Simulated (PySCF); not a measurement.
B3LYP on Al⁻ (aluminium, charge -1), [Ne] 3s2 3p2, high-spin 3P determinant. Calculation: PySCF 2.14, in def2-QZVPPD (10s6p5d2f1g, 76 functions); the non-relativistic Hamiltonian (point nucleus).

```
cycle= 1 E= -242.406106733261  delta_E= -0.00856  |g|= 0.0135  |ddm|= 0.19
cycle= 2 E= -242.406313027423  delta_E= -0.000206  |g|= 0.00893  |ddm|= 0.0825
cycle= 3 E= -242.406411593732  delta_E= -9.86e-05  |g|= 0.00254  |ddm|= 0.0274
cycle= 4 E= -242.406413393928  delta_E= -1.8e-06  |g|= 0.000416  |ddm|= 0.00213
cycle= 5 E= -242.406413686781  delta_E= -2.93e-07  |g|= 4.36e-05  |ddm|= 0.00152
cycle= 6 E= -242.40641369128  delta_E= -4.5e-09  |g|= 5.87e-06  |ddm|= 0.000121
cycle= 7 E= -242.406413691334  delta_E= -5.43e-11  |g|= 5.25e-07  |ddm|= 2.61e-05
converged SCF energy = -242.406413691334  <S^2> = 2.0040079  2S+1 = 3.0026707
```

Highest occupied orbital energy: 1.423 eV; ⟨L²⟩ = 2.01; populations by l: s 6.00, p 8.00, d 0.00, f 0.00.

Can this result be used?

With care. Self-consistency was reached. At B3LYP the highest occupied level has a positive energy, so only the finite basis holds that electron; in a semilocal or global hybrid functional this comes from self-interaction and does not mean that the real anion is unbound.
